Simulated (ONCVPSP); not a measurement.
## Before and after: ONCV potential for Al (Z = 13)

aluminium, optimised norm-conserving Vanderbilt (ONCV), made with ONCVPSP 4.0.1 (PBEsol, scalar-relativistic). Core [Ne], reference 3s1.5 3p1.5. Waves: 3s: rc 1.65 bohr, ncon 4, nbas 8, qcut 3.5 1/bohr, 2 projectors, debl 3.6 Ha; 3p: rc 2.75 bohr, ncon 4, nbas 8, qcut 2.4 1/bohr, 3 projectors, debl 2.8 Ha; d scattering state at 0.11 Ha: rc 2.65 bohr, ncon 5, nbas 8, qcut 3.7 1/bohr, 2 projectors, debl 1.6 Ha. Local part: polynomial inside 1.50 bohr (lpopt 5, dvloc0 0 Ha). Core correction: Teter function, fcfact 5.25, rcfact 1.2.

Change: core correction Teter function, fcfact 5.25, rcfact 1.72.

Cutoffs: the cutoffs (Ha) at which the residual kinetic energy of the hardest occupied pseudo-wave falls to 1 and 0.1 mHa per electron; they do not see the model core or the augmentation charge, which bear on the density cutoff. Errors are all-electron minus pseudo energies relative to the spin-unpolarised reference configuration.

Problem. Predict the effect on cutoff, ghosts and configuration errors.

Solution. The potential gets neither clearly harder nor softer (5.5 Ha and 12 Ha → 5.5 Ha and 12 Ha); of the 4 tests that both files solve, the error grows in 4 and shrinks in 0 by more than 15 % and 0.3 meV (median size 1.3 → 7.2 meV); neither file shows a bound ghost. A model core, the more so a compact one, raises the density cutoff, which this test does not measure.

| quantity | base | changed |
| --- | --- | --- |
| cutoff, loose | 5.5 Ha | 5.5 Ha |
| cutoff, tight | 12 Ha | 12 Ha |
| bound ghosts | none | none |
| GHOST(+) flags under 300 eV | d at 12.8 eV, s at 118.1 eV | d at 12.8 eV, s at 118.1 eV |
| error for 3s2 3p1, meV [ΔE -2.54 eV] | -0.2 | -2.6 |
| error for 3s2 3p0, meV [ΔE 3.20 eV] | -1.6 | +2.2 |
| error for 3s1 3p0, meV [ΔE 22.37 eV] | -6.3 | -113 |
| error for 3s1 3p1, meV [ΔE 8.99 eV] | -0.9 | -12 |
| s: phases at 1.68 bohr within 0.05 rad from the reference energy up to (Ha; the scan ends near 5) | 4.1 | 4.1 |
| p: phases at 2.79 bohr within 0.05 rad from the reference energy up to (Ha; the scan ends near 5) | to the end of the scan | to the end of the scan |
| d: phases at 2.69 bohr within 0.05 rad from the reference energy up to (Ha; the scan ends near 5) | 0.4 | 0.4 |
| rms error of d²Exc/dni dnj with the model core, mHa | 0.10 | 4.86 |

Base: The cutoffs count occupied waves only; projector 2 of the s channel, the hardest unoccupied one, needs 71 Ha at the loose tolerance. Changed file: The cutoffs count occupied waves only; projector 2 of the s channel, the hardest unoccupied one, needs 71 Ha at the loose tolerance.
